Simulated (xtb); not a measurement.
trisilane (H8Si3), singlet, geometry from GFN2-xTB. Base run: GFN2-xTB in xtb.

xtb was given this input:
```
$ xtb mol.xyz --gfn 2 --json

# file mol.xyz
11

Si     1.84434748     0.77811444    -0.03231500
Si     0.16416537    -0.81270586    -0.09228709
Si    -1.99843538    -0.01529745     0.11893695
H      3.19901703     0.23312390    -0.14758428
H      1.70184530     1.75355602    -1.11706786
H      1.81606434     1.54371778     1.21735150
H      0.41379658    -1.82450880     0.94977864
H      0.27643206    -1.59248980    -1.33779706
H     -2.32028977     0.95246609    -0.93389650
H     -2.19373438     0.68155636     1.39358787
H     -3.03421581    -1.04897755     0.05493974
```

Variants of this job, named by their change:

```tsv
change	ΔE vs base (kJ/mol)	HOMO-LUMO gap (eV)	dipole (D)	G_solv (kcal/mol)	SCF cycles
base	0.00	3.96	0.17	-	11
acc = 30	0.00	3.96	0.17	-	7
alpb = toluene	-1.93	3.96	0.18	-0.47	11
gbsa = acetonitrile	4.99	3.96	0.20	1.17	12
etemp = 1000	0.00	3.96	0.17	-	11
```

ALPB and GBSA are two models with their own fitted parameters for each solvent, which aren't always the measured dielectric constant.
